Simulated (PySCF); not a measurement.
A small calculation by hand: chemical shift, span and skew from a shielding tensor

H7NOSi2, SMILES N[SiH2]O[SiH3]. Atoms are numbered in the order given.

```xyz
11

Si     1.8015     0.0677     0.3523
O      0.5091    -0.0725    -0.6776
Si    -1.1618    -0.0855    -0.6219
N     -1.8130     0.0783     0.9639
H      1.8020    -1.0304     1.3649
H      3.0527    -0.0099    -0.4485
H      1.7689     1.3722     1.0792
H     -1.6393     1.0629    -1.4339
H     -1.6094    -1.3913    -1.1701
H     -1.8678     0.9741     1.4368
H     -1.8435    -0.6952     1.6196
```
Charge 0, spin multiplicity 1.

Coordinates come from a B3LYP-D3(BJ)/def2-SVP optimisation. The values are those of a single conformer.

GIAO shieldings from PBE/pcSseg-1 (PySCF), non-relativistic, no solvent. The symmetric part of the tensor of N4 has the principal values 197.6, 221.5, 253.4 ppm. The same nucleus in NH3 has σ = 267.0 ppm at this level (PySCF, at its B3LYP-D3(BJ)/def2-TZVP geometry).

Work out the isotropic shielding, the ¹⁵N shift against NH3, the span and the skew.


σ(iso) = (σ11 + σ22 + σ33)/3 = 224.2 ppm. δ = σ(ref) − σ(iso) = 267.0 − (224.2) = 42.8 ppm.
Span Ω = σ33 − σ11 = 55.8 ppm. Skew κ = 3(σ(iso) − σ22)/Ω = 0.14. Tumbling in solution averages the tensor to δ; in a static solid the shielding alone would spread this spin-1/2 line over Ω.
